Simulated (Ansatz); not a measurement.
`CO[Si]O`. The species carries charge 0 and has multiplicity 1.

```tsv
atom	x (Å)	y (Å)	z (Å)
C1	0.5883	0.0497	1.1688
O2	0.1197	0.1566	-0.1580
Si3	-1.1776	-0.6862	-0.7520
O4	-1.1858	-0.1222	-2.2962
H5	1.6266	-0.2896	1.1616
H6	-0.0063	-0.6576	1.7594
H7	0.5437	1.0291	1.6505
H8	-0.5085	0.5203	-2.5341
```

Task: List the harmonic frequencies (cm⁻¹, unscaled) at PBE0-D4/def2-TZVP in Ansatz. (Estimate.)

Result: Computed: 131, 150, 191, 336, 501, 725, 821, 897, 1134, 1184, 1214, 1478, 1488, 1504, 3020, 3096, 3118, 3841.

Task: Is this a minimum?

Result: Yes, all 18 modes are real.

Task: Give the ideal-gas thermochemistry at 298.15 K and 1 bar (rigid rotor, harmonic oscillator; point group Cs, symmetry number 1).

Result: Zero-point energy 148.5 kJ/mol; H(298) − E = 165.8 kJ/mol; entropy 310.0 J/(mol·K), of which translation 162.9, rotation 103.2, vibration 43.9; G(298) − E = 73.4 kJ/mol.

Task: And at 400, 500, 600, 800 and 1000 K?

Result: 
```csv
T (K),H − E (kJ/mol),S (J/mol/K),G − E (kJ/mol)
400,174.7,335.6,40.4
500,184.7,357.9,5.8
600,195.8,378.0,-31.1
800,220.3,413.3,-110.3
1000,247.4,443.4,-196.0
```
